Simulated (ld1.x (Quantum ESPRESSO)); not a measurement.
Values are calculated unless marked as measured or tabulated.
# Potentials for S (Z = 16) compared

Generated with ld1.x 7.5 (TM, RRKJ, ultrasoft, PAW), atompaw 4.2 or ONCVPSP 4.0.1. The cutoff is in Ry: for ld1.x and atompaw files where the sum of valence levels is converged to 10 mRy in a Bessel basis, for ONCV files where the hardest occupied wave has 1 mHa per electron of residual kinetic energy. The error is the largest all-electron minus pseudo excitation energy over each file’s own four to seven test configurations (ionisations up to +4, promotions, holes and added fractions of an electron), all of which were solved. The labels leave out finer settings (local radius, basis sizes, second energies), which also bear on the numbers. Spin-polarised tests are not counted. The rows are a selection from randomly drawn settings: files with unsolved tests, undetermined cutoffs or missed reference levels are left out.

```tsv
potential	cutoff (Ry)	largest error (meV)	bound ghosts
TM semilocal, PBE, scalar-relativistic, rc 1.15/1.35 (sp), local s, core correction no, reference 3s2 3p3	55	+169	none
PAW, PBE, scalar-relativistic, rc 1.25/1.60/1.55 (spd), local smoothed, core correction yes, reference 3s1 3p5	21	-28	none
```

**Question.** Fill in the row for S: PAW, PW91, scalar-relativistic, rc 1.35/1.85/1.70 (spd), local smoothed, core correction yes, reference 3s2 3p4.

**Answer.** cutoff 18 Ry, largest error -101 meV, bound ghosts: none.

**Question.** Fill in the row for S: RRKJ, PBEsol, scalar-relativistic, rc 1.40/1.55 (sp), local s, core correction yes, reference 3s2 3p4.

**Answer.** cutoff 45 Ry, largest error +80 meV, bound ghosts: none.

**Question.** Fill in the row for S: TM, LDA (PZ), non-relativistic, rc 1.05/1.50/1.35 (spd), local d, core correction yes, reference 3s2 3p4.

**Answer.** cutoff 70 Ry, largest error +669 meV, bound ghosts: none.
